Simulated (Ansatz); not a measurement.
Molecule: sum formula Si$_{2}$H$_{2}$F$_{3}$, net charge 0, doublet state. It need not be the lowest isomer of its formula. 
Geometry from a B3LYP-D3(BJ)/def2-TZVP (Ansatz, an electronic-structure program) optimisation:
```
Si
F 1 1.6072
H 1 1.4783 2 108.58
H 1 1.4805 3 111.16 2 118.98
Si 1 2.3959 3 108.94 4 125.39
F 5 1.6064 1 108.89 3 -167.53
F 5 1.6086 6 105.64 1 -114.46
```
Charge 0, spin multiplicity 2.

Quantity: atomisation energy (electronic, to ground-state atoms); the coupled-cluster value holds the core correlation from cc-pwCVTZ, in eV. Correlated levels leave the core frozen unless marked. UHF or UKS for open shells. No spin-orbit coupling. No relativistic terms. Basis-set limits of correlation are two-point, X^-3; Hartree-Fock from the larger set.

Level to compare with: CCSD(T)/CBS(cc-pV(T+d)Z,cc-pV(Q+d)Z) plus the core term (Ansatz), 26.59 eV. It is a level with limits of its own, and the differences hold the functionals' basis error too.

Rank these functionals by how close they come to CCSD(T)/CBS(cc-pV(T+d)Z,cc-pV(Q+d)Z), closest first: r2SCANh/def2-TZVPD (Ansatz); wB97M-V/def2-TZVPD (Ansatz); PBE0/def2-TZVPD (Ansatz).

wB97M-V/def2-TZVPD (range-separated hybrid meta-GGA with VV10, 26.31 eV, difference -0.28), r2SCANh/def2-TZVPD (hybrid meta-GGA, 26.23 eV, difference -0.36), PBE0/def2-TZVPD (global hybrid, 25.88 eV, difference -0.71)
